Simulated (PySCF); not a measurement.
## Orbital picture of RbIn⁺

UHF at R = 4.228 Å; basis Rb def2-SVPD with ECP28, In def2-SVPD with ECP28; scalar-relativistic core potentials; PySCF 2.14. State: ²Σ⁺ (doublet), unpaired electrons σ ↑. Only the outer orbitals are listed, counted within each symmetry, core potentials removing the inner ones.

| spin | orbital | occ. | ε (eV) | on Rb (%) | main shells (%) |
| --- | --- | --- | --- | --- | --- |
| α | 3π | 1 | -26.65 | 100 | 100 Rb p |
| α | 3π | 1 | -26.65 | 100 | 100 Rb p |
| α | 5σ | 1 | -26.62 | 100 | 100 Rb p |
| α | 6σ | 1 | -15.09 | 1 | 98 In s |
| α | 7σ | 1 | -9.21 | 4 | 93 In p |
| α | 8σ | 0 | -3.14 | 97 | 89 Rb s |
| α | 4π | 0 | -3.02 | 30 | 69 In p, 22 Rb p, 9 Rb d |
| α | 4π | 0 | -3.02 | 30 | 69 In p, 22 Rb p, 9 Rb d |
| β | 3π | 1 | -26.63 | 100 | 100 Rb p |
| β | 3π | 1 | -26.63 | 100 | 100 Rb p |
| β | 5σ | 1 | -26.55 | 100 | 100 Rb p |
| β | 6σ | 1 | -13.66 | -1 | 100 In s |
| β | 7σ | 0 | -3.29 | 98 | 98 Rb s |
| β | 4π | 0 | -2.75 | 35 | 64 In p, 28 Rb p |
| β | 4π | 0 | -2.75 | 35 | 64 In p, 28 Rb p |

Q: Which are the highest filled and the lowest empty level, where do they sit, and how wide is the gap?

A: Highest filled α 7σ at -9.21 eV (in %: 93 In p); lowest empty β 7σ at -3.29 eV (in %: 98 Rb s); the gap at UHF is 5.92 eV.

* bond order (Mayer): 0.08
* ⟨S²⟩: 0.764
* charge on Rb (Mulliken, basis-dependent): 0.96
* charge on Rb (Löwdin, basis-dependent): 0.72
* dipole moment (positive dipole points towards In; it is taken about the centre of mass and depends on that origin): -8.31 D
* polarisability along the bond: 130.3 bohr³
* polarisability across the bond: 65.6 bohr³

Shares are Mulliken populations and can fall outside 0 to 100 %.

Spin–orbit coupling is left out. The state is the lowest determinant that a PBE0 search found; another state may lie lower at other levels.
